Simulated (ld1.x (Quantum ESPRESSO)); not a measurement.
zinc: PAW pseudisation with PBEsol, scalar-relativistic reference atom.

The input file (ld1.x (Quantum ESPRESSO) 7.5):

```
&input
   title='Zn', zed=30., rel=1, dft='PBESOL', iswitch=3,
   config='[Ar] 3d10 4s1 4p1',
   nld=3, rlderiv=3.10, eminld=-3.0, emaxld=5.0, deld=0.02
 /
 &inputp
   pseudotype=3, lpaw=.true., tm=.true., lloc=-1, rcloc=0.80,
   nlcc=.true., new_core_ps=.true., rcore=0.90,
   which_augfun='BESSEL', rmatch_augfun=0.70,
   file_pseudopw='Zn.UPF', file_wfcaegen='ae.wfc', file_wfcncgen='nc.wfc', file_beta='beta', file_chi='chi', file_wfcusgen='us.wfc'
 /
6
4S  1  0   1.00   0.00  1.45  2.00  0.0
4S  1  0   0.00   0.10  1.45  2.00  0.0
4P  2  1   1.00   0.00  2.60  2.85  0.0
4P  2  1   0.00   2.60  2.60  2.85  0.0
3D  3  2  10.00   0.00  0.70  0.85  0.0
3D  3  2   0.00   2.65  0.70  0.85  0.0
 &test
   configts(1)='3d10 4s1 4p1'
 /
```

Command:

```bash
ld1.x < Zn.in > Zn.out
```

Resulting log (shortened: banner, matrices, multipoles, cross overlaps and the repeated all-electron block are left out):

```
Program LD1 v.7.5
     --------------------------- All-electron run ----------------------------

     Zn
     scalar relativistic calculation

     atomic number is 30.00
     dft =PBESOL   lsd =0 sic =0 latt =0  beta=0.20 tr2=1.0E-14
     Exchange-correlation= PBESOL
                           (   1   4  10   8   0   0   0)
     mesh =1201 r(mesh) =  99.36527 a.u. xmin = -7.00 dx = 0.01250
     1 Ry =  13.60569312 eV, c = 137.03599908

     n l     nl                  e(Ry)          e(Ha)          e(eV)
     1 0     1S 1( 2.00)      -699.6688      -349.8344     -9519.4790
     2 0     2S 1( 2.00)       -85.2140       -42.6070     -1159.3956
     2 1     2P 1( 6.00)       -73.9095       -36.9548     -1005.5901
     3 0     3S 1( 2.00)        -9.6400        -4.8200      -131.1591
     3 1     3P 1( 6.00)        -6.2840        -3.1420       -85.4985
     3 2     3D 1(10.00)        -0.9085        -0.4543       -12.3609
     4 0     4S 1( 1.00)        -0.5447        -0.2723        -7.4109
     4 1     4P 1( 1.00)        -0.1539        -0.0769        -2.0937

     final scf error:  1.8E-15 reached in  27 iterations

     Etot =   -3588.826618 Ry,   -1794.413309 Ha,  -48828.473630 eV

     Ekin =    3645.590271 Ry,    1822.795135 Ha,   49600.782474 eV
     Encl =   -8646.794988 Ry,   -4323.397494 Ha, -117645.639111 eV
     Eh   =    1552.376688 Ry,     776.188344 Ha,   21121.160830 eV
     Exc  =    -139.998588 Ry,     -69.999294 Ha,   -1904.777824 eV

     normalization and overlap integrals

     s(1S/1S) =  1.000000  <r> =   0.0503  <r2> =    0.0034  r(max) =   0.0329
     s(2S/2S) =  1.000000  <r> =   0.2264  <r2> =    0.0604  r(max) =   0.1894
     s(2P/2P) =  1.000000  <r> =   0.1984  <r2> =    0.0483  r(max) =   0.1513
     s(3S/3S) =  1.000000  <r> =   0.6817  <r2> =    0.5374  r(max) =   0.5908
     s(3P/3P) =  1.000000  <r> =   0.7139  <r2> =    0.6026  r(max) =   0.5908
     s(3D/3D) =  1.000000  <r> =   0.9034  <r2> =    1.1024  r(max) =   0.5691
     s(4S/4S) =  1.000000  <r> =   2.5614  <r2> =    7.6720  r(max) =   2.0366
     s(4P/4P) =  1.000000  <r> =   3.8658  <r2> =   18.1214  r(max) =   2.8901

     ------------------------ End of All-electron run ------------------------

     --------------------- Generating PAW atomic setup --------------------

      Generating local potential from pseudized AE potential:
      Matching radius rcloc =   0.8000

      Local pseudo, rcloc= 0.798 Estimated cut-off energy=    38.94 Ry

      Computing core charge for nlcc:

       r > 0.90 : true rho core
      Core charge pseudized with two Bessel functions
      Integrated core pseudo-charge :  10.23
      Wfc-us  4S rcutus= 2.011  Estimated cut-off energy=    10.93 Ry
      Wfc-us  4S rcutus= 2.011  Estimated cut-off energy=    11.96 Ry
      Wfc-us  4P rcutus= 2.854  Estimated cut-off energy=     9.18 Ry
      Wfc-us  4P rcutus= 2.854  Estimated cut-off energy=    19.25 Ry
      Wfc-us  3D rcutus= 0.860  Estimated cut-off energy=   153.96 Ry
      Wfc-us  3D rcutus= 0.860  Estimated cut-off energy=   174.65 Ry

     Required augmentation: BESSEL   radius:    0.700000
     Suggested rho cutoff for augmentation: 200.42 Ry

     Estimated PAW energy = -240.565128 Ryd

     ------------------- End of pseudopotential generation -------------------

     Computing logarithmic derivative in   3.09588
     Computing logarithmic derivative in   3.09588
     Computing the partial wave expansion
     R is outside the sphere for l=    0 j= 0.00
     R is outside the sphere for l=    0 j= 0.00
     R is outside the sphere for l=    1 j= 0.00
     R is outside the sphere for l=    1 j= 0.00
     R is outside the sphere for l=    2 j= 0.00
     R is outside the sphere for l=    2 j= 0.00

     ---------------------- Testing the pseudopotential ----------------------

     Zn
     scalar relativistic calculation

     atomic number is 30.00   valence charge is 12.00
     dft = SLA  PW   PSX  PSC   lsd =0 sic =0 latt =0  beta=0.20 tr2=1.0E-14
     mesh =1201 r(mesh) =  99.36527 xmin = -7.00 dx = 0.01250

     n l     nl             e AE (Ry)        e PS (Ry)    De AE-PS (Ry)
     3 2     3D   1(10.00)       -0.90851       -0.90853        0.00002
     1 0     4S   1( 1.00)       -0.54469       -0.54469        0.00000
     2 1     4P   1( 1.00)       -0.15388       -0.15388        0.00000

     eps = 1.8E-16  iter =  6

     Etot =   -3588.826618 Ry,   -1794.413309 Ha,  -48828.473630 eV
     Etotps =  -240.565219 Ry,    -120.282609 Ha,   -3273.056546 eV

     Ekin =     226.429030 Ry,     113.214515 Ha,    3080.723890 eV
     Encl =    -448.138271 Ry,    -224.069135 Ha,   -6097.231787 eV
     Ehrt =     121.142575 Ry,      60.571288 Ha,    1648.228704 eV
     Ecxc =    -139.998553 Ry,     -69.999277 Ha,   -1904.777353 eV
     (Ecc =     -23.425791 Ry,     -11.712895 Ha,    -318.724119 eV)

     ---------------------- End of pseudopotential test ----------------------
```

Note: ghost states, extra bound levels that the all-electron valence spectrum of the same l lacks: s at -1877.9 eV, p at -312.2 eV. A true bound ghost makes a file unfit for plane-wave use.

Generation and configuration tests took about 1.8 s on one core of a shared server CPU.
